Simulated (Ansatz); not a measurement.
Basis-set series for C9H15In, SMILES `C=C[CH2][In]([CH2]C=C)[CH2]C=C`. Charge 0, multiplicity 1. In: def2 effective core potential. All single points use the PBE0-D4/def2-TZVP geometry. It is one conformer, not always the lowest.

```csv
functional,basis,functions,energy (Eh),HOMO (eV),LUMO (eV)
PBE0-D4,def2-SVP,227,-541.35291,-5.99,-0.98
PBE0-D4,def2-TZVPP,539,-541.74526,-6.03,-1.11
ωB97M-V,def2-SVP,227,-541.51478,-8.04,0.65
ωB97M-V,def2-TZVPP,539,-541.92936,-8.08,0.34
```

Question: Give the rows for def2-QZVPP. (An estimate is asked.)

Answer: Computed: 
| functional | basis | functions | energy (Eh) | HOMO (eV) | LUMO (eV) |
| --- | --- | --- | --- | --- | --- |
| PBE0-D4 | def2-QZVPP | 1045 | -541.76638 | -6.05 | -1.15 |
| ωB97M-V | def2-QZVPP | 1045 | -541.94966 | -8.09 | 0.20 |

Positive LUMOs are unbound and depend on the basis.
